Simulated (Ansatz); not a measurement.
System: 4-methoxy-1,3-thiazole, C4H5NOS, charge 0, multiplicity 1. SMILES: c1scnc1OC
Coordinates optimised at B3LYP-D3(BJ)/def2-TZVP (Ansatz, a quantum-chemistry and plane-wave program):
```xyz
12

C      2.7162    -0.5555     0.4474
O      1.8589     0.2382    -0.3760
C      0.5357     0.1231    -0.1684
C     -0.3923     0.8282    -0.8897
S     -1.9637     0.4145    -0.3376
C     -1.2655    -0.6610     0.8062
N      0.0364    -0.7146     0.7860
H      2.5150    -1.6186     0.3099
H      3.7266    -0.3183     0.1241
H      2.5875    -0.3048     1.5009
H     -0.2218     1.5362    -1.6810
H     -1.8784    -1.2391     1.4812
```

Property: vertical triplet-singlet gap (E(triplet) - E(singlet); each state is the SCF solution reached for its spin; the UHF <S^2> is 2.12 for the triplet (pure: 2.00); for the singlet the Hartree-Fock reference is unstable and T1 is 0.015), in kcal/mol. Correlated levels leave the core frozen unless marked. Open shells are spin-unrestricted. No spin-orbit coupling. No relativistic terms. CBS(X,Y): correlation extrapolated as X^-3; Hartree-Fock from the larger set.

```csv
level,program,vertical triplet-singlet gap (kcal/mol)
HF/aug-cc-pV(D+d)Z,Ansatz,61.0
HF/aug-cc-pV(T+d)Z,Ansatz,60.6
HF/aug-cc-pV(Q+d)Z,Ansatz,60.5
SVWN5/def2-TZVPD,Ansatz,79.7
PBE/def2-TZVPD,Ansatz,76.3
r2SCAN/def2-TZVPD,Ansatz,73.3
B3LYP/def2-TZVPD,Ansatz,76.4
PBE0/def2-TZVPD,Ansatz,75.5
BHLYP/def2-TZVPD,Ansatz,74.1
CAM-B3LYP/def2-TZVPD,Ansatz,76.0
wB97M-V/def2-TZVPD,Ansatz,80.4
wB97X-V/def2-TZVPD,Ansatz,78.5
B2PLYP/def2-TZVPD,Ansatz,80.5
MP2/aug-cc-pV(D+d)Z,Ansatz,94.8
RI-MP2/aug-cc-pV(T+d)Z,Ansatz,94.8
RI-MP2/aug-cc-pV(Q+d)Z,Ansatz,95.2
"RI-MP2/CBS(aug-cc-pV(T+d)Z,aug-cc-pV(Q+d)Z)",Ansatz,95.6
SCS-MP2/aug-cc-pV(D+d)Z,Ansatz,93.4
CCSD/aug-cc-pV(D+d)Z,Ansatz,80.2
CCSD(T)/aug-cc-pV(D+d)Z,Ansatz,82.9
```
